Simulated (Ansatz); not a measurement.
Ge6H12⁺, a cluster cut from cubic germanium. Total charge 1; doublet. Geometry PBE0-D4/def2-SVP, that of the neutral singlet; atoms count from 1.

```xyz
18

Ge    0.2610    0.5662   -2.2390
Ge    1.8152   -0.9958    1.0561
Ge   -2.1176   -0.6776    0.6774
Ge   -1.8153    0.9964   -1.0555
Ge   -0.2615   -0.5661    2.2390
Ge    2.1177    0.6769   -0.6780
H     0.4534    1.5778   -3.3881
H     0.2047   -0.8491   -2.8511
H     3.0100   -0.9913    2.0324
H     1.7385   -2.3901    0.3995
H    -3.4598   -0.4690    1.4093
H    -2.1400   -2.0758    0.0250
H    -1.7374    2.3901   -0.3977
H    -3.0103    0.9935   -2.0315
H    -0.2058    0.8493    2.8508
H    -0.4538   -1.5775    3.3883
H     2.1415    2.0754   -0.0265
H     3.4595    0.4668   -1.4104
```

An occupied level of the charge 1 doublet lies above an empty one (by up to 0.03 eV), so this SCF solution is probably not the lowest. The gap within one spin of the charge 1 doublet nearly closes, so an electron or hole may be smeared out by delocalisation error.

Estimate the Mulliken populations from the PBE/def2-SVP orbitals of Ansatz.


```json
{"atom": "Ge1", "charge (e)": "0.09", "spin (α − β)": "0.15"}
{"atom": "Ge2", "charge (e)": "0.08", "spin (α − β)": "0.07"}
{"atom": "Ge3", "charge (e)": "0.09", "spin (α − β)": "0.15"}
{"atom": "Ge4", "charge (e)": "0.08", "spin (α − β)": "0.07"}
{"atom": "Ge5", "charge (e)": "0.09", "spin (α − β)": "0.15"}
{"atom": "Ge6", "charge (e)": "0.09", "spin (α − β)": "0.15"}
{"atom": "H7", "charge (e)": "0.05", "spin (α − β)": "0.02"}
{"atom": "H8", "charge (e)": "0.02", "spin (α − β)": "-0.01"}
{"atom": "H9", "charge (e)": "0.07", "spin (α − β)": "0.10"}
{"atom": "H10", "charge (e)": "0.02", "spin (α − β)": "0.00"}
{"atom": "H11", "charge (e)": "0.05", "spin (α − β)": "0.02"}
{"atom": "H12", "charge (e)": "0.02", "spin (α − β)": "-0.01"}
{"atom": "H13", "charge (e)": "0.02", "spin (α − β)": "0.00"}
{"atom": "H14", "charge (e)": "0.07", "spin (α − β)": "0.10"}
{"atom": "H15", "charge (e)": "0.02", "spin (α − β)": "-0.01"}
{"atom": "H16", "charge (e)": "0.05", "spin (α − β)": "0.02"}
{"atom": "H17", "charge (e)": "0.02", "spin (α − β)": "-0.01"}
{"atom": "H18", "charge (e)": "0.05", "spin (α − β)": "0.02"}
```
Mulliken values and Mayer orders depend strongly on the basis.

Where does the spin sit?

Summed by element: Ge 0.73, H 0.27, of 1 unpaired in all. Largest on single atoms: Ge3 0.15, Ge6 0.15, Ge5 0.15.

And the Mayer bond orders between bonded heavy atoms (over 0.3)?

Ge1–Ge4 0.91 (2.43 Å); Ge1–Ge6 0.76 (2.43 Å); Ge2–Ge5 0.91 (2.43 Å); Ge2–Ge6 0.91 (2.43 Å); Ge3–Ge4 0.91 (2.43 Å); Ge3–Ge5 0.76 (2.43 Å).
